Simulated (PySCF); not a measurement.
Radial density of Ce (cerium, neutral)

r2SCAN, [Xe] 4f1 5d2 6s1, one real determinant (an excited configuration). Computed with PySCF 2.14 in x2c-TZVPPall, with scalar relativity by spin-free X2C-1e.

```
r (bohr)  4πr²ρ (e/bohr)  4πr²(ρα − ρβ)
  0.0280           67.90        -0.0011
  0.0470           77.47         0.0016
  0.0791           99.88         0.0175
   0.133           73.48         0.0506
   0.224           86.12         0.1104
   0.377           35.25         0.4575
   0.633           36.10         0.9985
    1.07           12.08         0.7583
    1.79           6.360         0.7956
    3.01           1.419         0.8459
    5.07          0.3776         0.3740
    8.53         0.02317         0.0232
    14.3       8.363e-05         0.0001
```

Densities and radii are taken from the X2C orbitals without a picture-change correction, which distorts them close to the nucleus.

⟨L²⟩ = 24.04 against 42 for a pure I term, so this real determinant mixes terms. Spin-orbit coupling, absent here, splits the open shell strongly.
